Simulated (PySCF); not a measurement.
# `InChI=1S/C5H8O2Si/c6-3-1-5(8)2-4-7/h1-4,6H,8H3/p-1/b3-1-,5-2+`, charge -1

Cartesian coordinates in Å; atom numbers follow the order of the lines, from 1:
```xyz
15

O     2.9759   -2.2388    0.6037
C     2.2592   -1.2652    0.3604
C     0.8481   -1.2504    0.2988
C     0.0577   -0.1616    0.0325
Si   -1.8439   -0.2645   -0.0118
C     0.5035    1.1434   -0.2346
C    -0.4899    2.0544   -0.4660
O    -1.7224    1.7379   -0.4388
H     2.7561   -0.2872    0.1679
H     0.3557   -2.1973    0.4848
H    -2.0044   -1.7502    0.3032
H    -2.5406    0.2432    1.1826
H    -2.4500   -0.3052   -1.3538
H     1.5415    1.4449   -0.2642
H    -0.2509    3.1047   -0.6867
```

Total charge -1.

Theory: quadratic response PBE0/def2-SVPD first hyperpolarisability, Taylor convention, gas phase (PySCF). Geometry: GFN2-xTB.

For a gas-phase anion, states above the detachment energy (about 1.8 eV, taken as minus the energy of the highest occupied orbital) lie in the continuum and depend on the basis.

**Question.** Give the tensor of the second harmonic β(−2ω;ω,ω) at 800 nm in the axes of these coordinates.

**Answer.** In au, Taylor convention; rows are the first index (the induced dipole):
```tsv
	xx	yy	zz	xy	xz	yz
x	-894.7	-479.8	+116.1	+495.7	-152.6	+161.4
y	+690.4	+577.3	-73.1	-416.8	+139.9	-182.1
z	-191.5	-170.8	+53.8	+129.5	+39.0	-13.0
```
Norm of βᵢ = ⅓ Σⱼ (βᵢⱼⱼ + βⱼᵢⱼ + βⱼⱼᵢ): 1706.5 au, hyper-Rayleigh value 716.8 au.
